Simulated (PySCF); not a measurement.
Isomers of C4H13GeN, mass 149.026 u with the commonest isotopes. Theory: PBE0-D3(BJ)/def2-SVP geometry optimisation, gas phase in PySCF 2.14.0. One conformer each, none proved a minimum here; rigid rotors.

Question: Order these by rotational constant A, smallest first.
A. `[CH3:1][CH2:2][CH2:3][N:4]([CH3:5])[GeH3:6]` with C1–C2–C3–N4 -59°, C2–C3–N4–C5 -64°
B. GeH2Me(NHiPr), `[CH3][GeH2][NH]C(C)C`
C. `C[NH][Ge]([CH3])([CH3])[CH3]` (GeMe3(NHMe))

Answer: C (2831 MHz), A (3287 MHz), B (4782 MHz).

Question: Order these by out-of-plane moment Σ m c² = (Ia + Ib − Ic)/2, largest first.
A. GeMe3(NHMe) (`[CH3][Ge]([NH]C)([CH3])[CH3]`)
B. GeH2Me(NHiPr) (`[CH3][GeH2][NH]C(C)C`)
C. `[CH3:1][CH2:2][CH2:3][N:4]([CH3:5])[GeH3:6]` with C1–C2–C3–N4 -59°, C2–C3–N4–C5 -64°

Answer: A (87.83 u·Å²), C (40.42 u·Å²), B (36.25 u·Å²).

Question: Order these by rotational constant B, smallest first.
A. `C[NH][Ge]([CH3])([CH3])[CH3]` (GeMe3(NHMe))
B. `[CH3:1][CH2:2][CH2:3][N:4]([CH3:5])[GeH3:6]` with C1–C2–C3–N4 -59°, C2–C3–N4–C5 -64°
C. GeH2Me(NHiPr), `[CH3][GeH2][NH]C(C)C`

Answer: C (1221 MHz), B (1375 MHz), A (1801 MHz).

```
                      SMILES  point group  Ia (u·Å²)  Ib (u·Å²)  Ic (u·Å²)      κ  μa (D)  μb (D)  μc (D)
[H][Ge]([H])([CH3])[NH]C(C)C           C1     105.68     413.99     447.18  -0.95    0.00    0.90    0.07
C[NH][Ge]([CH3])([CH3])[CH3]            –     178.51     280.55     283.41  -0.97    0.20    0.09    0.62
             CCC[N](C)[GeH3]           C1     153.77     367.58     440.50  -0.79    0.52    0.16    0.12
```
